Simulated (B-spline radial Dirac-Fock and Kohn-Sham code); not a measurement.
Hg²⁺ in Watson spheres of different radius

Calculated with a radial atomic solver, using ΔSCF Dirac-Fock with Breit, self-energy and vacuum polarisation, finite nucleus, configuration average. The ion, [Xe] 4f14 5d10, sits in a hollow sphere of charge Q = -2, a simple model of the Madelung potential. Inside the sphere an electron's potential energy is raised by the constant 14.40·|Q|/R eV, so binding energies fall by about that much as long as the orbitals stay inside.

```tsv
radius (Å)	14.40 |Q|/R (eV)	1s (eV)	2s (eV)	2p1/2 (eV)	2p3/2 (eV)	3s (eV)	3p1/2 (eV)	3p3/2 (eV)	3d3/2 (eV)	3d5/2 (eV)	4s (eV)	4p1/2 (eV)	4p3/2 (eV)	4d3/2 (eV)	4d5/2 (eV)	4f5/2 (eV)	4f7/2 (eV)	5s (eV)	5p1/2 (eV)	5p3/2 (eV)	5d3/2 (eV)	5d5/2 (eV)
1.8	16.00	83109.2	14861.2	14220.5	12294.9	3581.2	3295.7	2864.6	2398.2	2307.4	820.4	697.7	593.1	392.8	373.3	113.3	109.2	137.5	95.75	77.65	18.93	17.05
3	9.60	83115.5	14867.5	14226.8	12301.3	3587.5	3302.1	2870.9	2404.5	2313.7	826.7	704.1	599.4	399.1	379.6	119.6	115.5	143.8	102.1	83.98	25.26	23.38
```

From the smallest to the largest radius 1s moves by +6.3 eV, while the constant potential alone would give +6.4 eV; the difference comes from charge outside the sphere and its screening.
